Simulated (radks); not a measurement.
All-electron atom: La IV in [Kr] 4d9.75 5s2 5p6 5d0.25 (fractional occupations, a model configuration). Calculated with a radial shooting solver on a logarithmic mesh with Libxc functionals: scalar-relativistic Kohn-Sham, LDA (Slater exchange, VWN5 correlation), spin-polarised, spherical densities, finite nucleus; open shells are filled with parallel spins first (spin-orbit coupling, left out, can overturn this in heavy ions); Fermi nuclear charge, rms radius 4.855 fm.

Normalised radial functions P(r) = r R(r), r in bohr:

r           4d up  4d down    5p up
0.002796   0.0001   0.0001   0.0041
0.004307   0.0003   0.0003   0.0086
0.006634   0.0009   0.0009   0.0178
0.01022    0.0030   0.0030   0.0362
0.01574    0.0096   0.0096   0.0697
0.02425    0.0290   0.0290   0.1230
0.03735    0.0818   0.0818   0.1867
0.05753    0.2051   0.2050   0.2133
0.0879     0.4247   0.4246   0.1152
0.1354     0.6738   0.6737  -0.1415
0.2086     0.6346   0.6345  -0.3128
0.3213    -0.0407  -0.0408  -0.0140
0.4948    -0.9990  -0.9988   0.4510
0.7622    -1.2239  -1.2236   0.1487
1.174     -0.6385  -0.6389  -0.6752
1.808     -0.1406  -0.1409  -0.8364
2.786     -0.0101  -0.0101  -0.3582
4.291     -0.0001  -0.0001  -0.0498
6.609     0.0000  0.0000  -0.0014

4d up: eigenvalue -130.11 eV, 1 radial node at r = 0.315 bohr, <r> = 0.765 bohr, 90 % of the charge inside 1.15 bohr. 4d down: eigenvalue -129.82 eV, 1 radial node at r = 0.315 bohr, <r> = 0.765 bohr, 90 % of the charge inside 1.15 bohr. 5p up: eigenvalue -45.911 eV, 3 radial nodes at r = 0.109, 0.325, 0.825 bohr, <r> = 1.74 bohr, 90 % of the charge inside 2.51 bohr.
